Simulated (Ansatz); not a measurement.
`C=C[SiH2]Cl` + `[NH2][GeH3]` → `Cl[SiH2][NH][GeH3]` + `C=C` at 298.15 K and 1 bar (ligand exchange at the Si–C bond).

Isolated molecules relaxed with PBE0-D4/def2-TZVP in Ansatz; ΔE leaves out vibrations. CBS: MP2 limit from def2 TZ/QZ plus the TZ coupled-cluster correction, frozen cores. This one scheme is used for every species. For Ge outer-core shells are correlated without core-valence functions, which leaves a few kJ/mol of doubt a bond. Scalar relativity is left out up to krypton. One conformer a species, not always the lowest.

```
             species  CCSD(T)/CBS energy (Eh)  H − E (kJ/mol)  S (J/(mol·K))
       `C=C[SiH2]Cl`               -827.99751           178.3          319.8
       `[NH2][GeH3]`              -2133.81884           141.9          275.3
`Cl[SiH2][NH][GeH3]`              -2883.36260           176.0          367.5
               `C=C`                -78.48111           144.6          218.9
```

H − E and S are ideal-gas, rigid-rotor, harmonic terms from PBE0-D4/def2-TZVP, for one conformer and one mirror image of each species. 1 Eh = 2625.50 kJ/mol, R = 8.31446 J/(mol·K).

**Question.** By hand: ΔE, ΔH, ΔS and ΔG.

**Answer.** ΔE = (-2883.36260) + (-78.48111) − (-827.99751) − (-2133.81884) = -0.02736 Eh = -71.8 kJ/mol. Δ(H − E) = 176.0 + 144.6 − 178.3 − 141.9 = 0.4, so ΔH = -71.4 kJ/mol. ΔS = 367.5 + 218.9 − 319.8 − 275.3 = -8.7 J/(mol·K). ΔG = -71.4 − 298.15 × (-8.7)/1000 = -68.8 kJ/mol.

**Question.** By hand: the equilibrium constant, and the temperature at which ΔG would vanish if ΔH and ΔS stayed fixed.

**Answer.** log₁₀ K = −ΔG/(RT ln 10) = 12.1. ΔG = 0 at ΔH/ΔS = 8207 K, far beyond where these terms or the molecules hold.

The number of gas molecules stays the same, so ΔS is small and ΔH decides. A doubt of 5 kJ/mol in ΔE shifts log₁₀ K by 0.9 here. Other conformers and mirror images would add mixing entropy, several J/(mol·K) or more a flexible species. Modes under 60 cm⁻¹, often nearly free rotors, make the harmonic entropy too high. These are equilibria of isolated gas molecules and say nothing of rates. Largest T1 diagnostic: 0.011 (customary marks: 0.02 for closed shells, 0.045 for open ones).
